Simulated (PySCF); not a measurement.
Computed shifts of a molecule C3H4O3, PySCF with PBE/pcSseg-1, GIAO, gas phase, atoms alike by connectivity averaged where their shifts nearly agree, in ppm (number of nuclei): ¹³C: 158.3 (1), 69.9 (2). ¹H: 4.54 (4). References: ¹⁷O against H2O (σ = 334.3 ppm); ¹³C against TMS (σ = 182.0 ppm); ¹H against TMS (σ = 31.49 ppm), references at their B3LYP-D3(BJ)/def2-TZVP geometries, non-relativistic. Geometry: B3LYP-D3(BJ)/def2-SVP. One conformer was computed; it need not be the lowest.

Q: Pick the molecule that these values belong to.
(A) CC1OC(=O)O1
(B) O=C1OCCO1
(C) O=CC1OCO1

A: B, O=C1OCCO1
